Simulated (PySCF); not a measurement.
Species: C6H11OS (charge -1).
Cartesian coordinates in Å at the GFN2-xTB level; atoms count from 1:
```xyz
19
C6H11OS angstrom
C      2.129    0.479    0.128
C      0.654    0.173    0.391
S      0.341    0.235    2.180
C      0.302   -1.214   -0.168
C     -1.197   -1.454   -0.036
O     -1.956   -0.483   -0.731
C     -1.693    0.801   -0.200
C     -0.229    1.194   -0.344
H      2.362    0.452   -0.942
H      2.372    1.466    0.519
H      2.750   -0.252    0.644
H      0.592   -1.277   -1.226
H      0.837   -1.984    0.393
H     -1.452   -1.425    1.034
H     -1.488   -2.422   -0.458
H     -1.946    0.817    0.870
H     -2.350    1.491   -0.743
H      0.041    1.226   -1.408
H     -0.081    2.187    0.089
```

NICS = −σ at a ghost point: NICS(0) at the centroid of the ring atoms, NICS(1) 1 Å to either side along the normal of their mean plane, zz for the tensor component along that normal. Level: GIAO PBE0/pcSseg-1 (PySCF, non-relativistic, gas phase) on the GFN2-xTB geometry, one conformer.

Ring bond lengths (Å), with Mayer bond orders in brackets: C2–C4 1.537 (0.95), C4–C5 1.524 (1.04), C5–O6 1.414 (0.93), O6–C7 1.414 (0.93), C7–C8 1.524 (1.04), C8–C2 1.537 (0.95).

What do the NICS probes read (ppm)?

```
             ring                                             type  NICS(0)  NICS(1), two faces  NICS(1)zz, two faces  rms pucker (Å)  centre to ring atoms, mean (Å)
C2–C4–C5–O6–C7–C8  6-membered ring with O; formal bonds all single     -3.7         -2.6 / -3.2             1.2 / 1.2            0.24                            1.43
```

What can be read from them?

- C2–C4–C5–O6–C7–C8: mean NICS(1)zz 1.2 ppm, near zero. C2, C4, C5, C7, C8 have four or more neighbours, and the NICS criterion for π rings isn't applied.

What is the mean of the two in-plane components of NICS at the second NICS(1) probe listed for ring C2–C4–C5–O6–C7–C8, 1 Å off the ring?

The isotropic value is a third of the trace: (3 × -3.2 − (1.2))/2 = -5.4 ppm.

Give the inner angles of the rings and the Hirshfeld charges of the ring atoms.

- C2–C4–C5–O6–C7–C8: C2 107.1° (-0.005 e), C4 109.6° (-0.099 e), C5 112.2° (-0.021 e), O6 109.9° (-0.177 e), C7 112.2° (-0.021 e), C8 109.6° (-0.099 e); sum 660.5° against 720° for a flat convex ring.

What are the shieldings of the ring atoms and their hydrogens in the same run (means over atoms taken as equivalent)?

| atoms | environment | σ isotropic (ppm) | principal values of the symmetric part, first atom (ppm) |
| --- | --- | --- | --- |
| C2 | sp3 carbon bound to sulfur | 143.2 | 130.5, 132.3, 166.9 |
| C4 (×2) | ring CH2 carbon | 136.9 | 117.8, 140.8, 152.2 |
| C5 (×2) | sp3 carbon bound to oxygen | 116.6 | 92.1, 99.7, 158.0 |
| O6 | cyclic ether oxygen | 289.5 | 236.0, 297.1, 335.5 |
| H12 (×2) | methylene hydrogen | 30.32 | 26.9, 27.8, 36.2 |
| H13 (×2) | methylene hydrogen | 30.90 | 27.4, 29.1, 36.1 |
| H14 (×2) | methylene hydrogen | 25.91 | 21.1, 27.6, 29.0 |
| H15 (×2) | methylene hydrogen | 28.49 | 23.4, 27.7, 34.4 |
